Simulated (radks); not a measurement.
Valence configurations of the terbium ion Tb+ (all share [Xe]). Calculated with a radial shooting solver on a logarithmic mesh with Libxc functionals: Dirac Kohn-Sham, PBEsol, spin-unpolarised, spherical densities, point nucleus; open shells fill j = l - 1/2 first. Energies are relative to 4f9 6s1; eigenvalues in eV.

| valence | E (eV) | e(4f5/2) | e(4f7/2) | e(5d3/2) | e(6p1/2) | e(6s1/2) |
|---|---|---|---|---|---|---|
| 4f9 6s1 | 0.000 | -9.726 | -8.943 | - | - | -8.725 |
| 4f9 5d1 | 1.780 | -7.926 | -7.145 | -5.897 | - | - |
| 4f10 | 2.148 | -3.898 | -3.177 | - | - | - |
| 4f9 6p1 | 3.098 | -10.864 | -10.080 | - | -6.248 | - |
| 4f8 6s2 | 3.358 | -18.012 | -17.167 | - | - | -10.353 |
| 4f8 5d1 6s1 | 3.960 | -15.610 | -14.768 | -8.505 | - | -9.390 |
| 4f8 6s1 6p1 | 6.986 | -19.113 | -18.268 | - | -7.274 | -10.924 |
| 4f7 5d2 6s1 | 12.817 | -22.331 | -21.428 | -9.847 | - | -9.902 |
| 4f7 6s1 6p2 | 22.518 | -29.860 | -28.952 | - | -8.664 | -12.902 |
| 4f6 5d2 6s2 | 28.601 | -32.532 | - | -12.980 | - | -11.316 |

NIST lists [Xe] 4f9 6s1 as the ground configuration; this level of theory agrees among the configurations tried. The energies are those of spherical spin-averaged densities, not of single terms.
